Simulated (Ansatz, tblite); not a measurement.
Cost and result up the ladder for V(NH2)3 (VN3H6) (10 atoms). The state is a triplet with charge 0. Geometry: PBE-D4/def2-SVP.

```xyz
10

V     0.110    0.268   -0.232
N     1.113   -1.284   -0.339
H     1.001   -2.156    0.194
H     1.903   -1.391   -0.991
N    -1.565    0.164   -1.034
H    -1.753   -0.433   -1.850
H    -2.464    0.447   -0.627
N     0.470    1.313    1.263
H     1.396    1.344    1.710
H    -0.213    1.728    1.907
```

Ansatz on 4 threads of Intel Xeon 6975P-C on a shared host; xTB runs through tblite on one thread. Times are rough, summed over both states, and most runs start from the orbitals of an earlier one. No level here is sound enough to serve as a yardstick. The other state is a doublet, and no other spin of it was run.

The xTB rows come from tblite.

Run but left out: HF/def2-TZVP, MP2/def2-TZVP, CCSD/def2-TZVP, CCSD(T)/def2-TZVP (charge +1 doublet: ⟨S²⟩ 1.66, where a pure state has 0.75).

Raw xTB energies of ions are shifted by several eV, and xTB has no spin-polarisation term.

```json
{"level": "GFN2-xTB", "functions": "27", "wall time": "0.007 s", "vertical IE (eV)": "11.55", "remarks": "–"}
{"level": "GFN1-xTB", "functions": "33", "wall time": "0.011 s", "vertical IE (eV)": "12.61", "remarks": "–"}
{"level": "PBE-D4/def2-TZVP", "functions": "174", "wall time": "3.5 s", "vertical IE (eV)": "6.77", "remarks": "–"}
{"level": "PBE0-D4/def2-TZVP", "functions": "174", "wall time": "7.8 s", "vertical IE (eV)": "7.25", "remarks": "spin-contaminated (⟨S²⟩ 0.85) (+1 doublet)"}
{"level": "r2SCAN-D4/def2-TZVP (with forces)", "functions": "174", "wall time": "8.8 s", "vertical IE (eV)": "6.96", "remarks": "spin-contaminated (⟨S²⟩ 0.83) (+1 doublet)"}
```
